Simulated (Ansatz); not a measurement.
`C[S][Ti]([F])([F])[Cl]` + `N#CO` → `COC#N` + `[F][Ti]([F])([SH])[Cl]`  (substitution at a C–S bond)

Gas-phase electronic energies from Ansatz, PBE0-D4/def2-TZVP geometries. CCSD(T)/CBS adds triple-zeta CCSD(T) − MP2 to the extrapolated MP2 energy (def2 sets, frozen cores). This one scheme is used for every species. DFT in def2-TZVPP. HSE06 is defined as in plane-wave codes. For Ti outer-core shells are correlated without core-valence functions, which leaves a few kJ/mol of doubt a bond. Scalar relativity is left out up to krypton. One conformer a species, not always the lowest.

| level | ΔE (eV) |
| --- | --- |
| HSE06-D4 | 0.36 |
| HF/CBS(def2) | 0.11 |

(1) What does CCSD(T)/CBS give? (An estimate is asked.)

Largest T1 diagnostic among the species: 0.025, so the coupled-cluster value is less sure than usual.

Answers

(1) The calculation gave: +0.37 eV. The listed levels differ from it by -0.01, -0.26 eV.

The D4 term adds +0.06 eV with B3LYP and +0.03 eV with PBE0; it sums over pairs of atoms, weighted by their polarisabilities, and B3LYP, whose exchange is more repulsive, gets the larger term. At CCSD(T), def2-SVP lies −0.12 eV from the extrapolated value and def2-TZVPP −0.05 eV. Leaving LDA and LC-ωPBE aside and taking each functional with its dispersion term where it has one, the values, not all of them listed here, spread over 0.13 eV, from CAM-B3LYP-D4 to revPBE-D4.

B3LYP here is the variant with VWN-RPA as its local correlation; programs differ in this.
